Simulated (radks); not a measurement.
Values are calculated unless marked as measured or tabulated.
Spherical quantum dot in the effective-mass picture: electrons in a parabolic well V = omega^2 r^2 / 2 with omega = 0.524, with a point charge +1 (a donor) at the centre, all in effective atomic units (hartree* = m*/eps^2 hartree, bohr* = eps/m* bohr), one dielectric constant everywhere. Level of theory: non-relativistic Kohn-Sham, r2SCAN, spin-polarised, spherical densities, generalised Kohn-Sham scheme (a radial shooting solver with Libxc functionals). Levels are named by radial order and angular momentum (1s, 1p, 1d, 2s, ...), and open shells are averaged over m. Results are scaled to m* = 0.62 and eps = 15, for which hartree* = 74.98 meV and bohr* = 1.28 nm. At N = 28 the configuration is 1s2 1p6 1d10 2s2 1f(up 7, down 1). Does electron 29 go into 1f down or 2p down or 2p up?

Answer. Into 1f down. The total energies of the other choices lie higher by 1.53 meV (2p up), 3.84 meV (2p down).
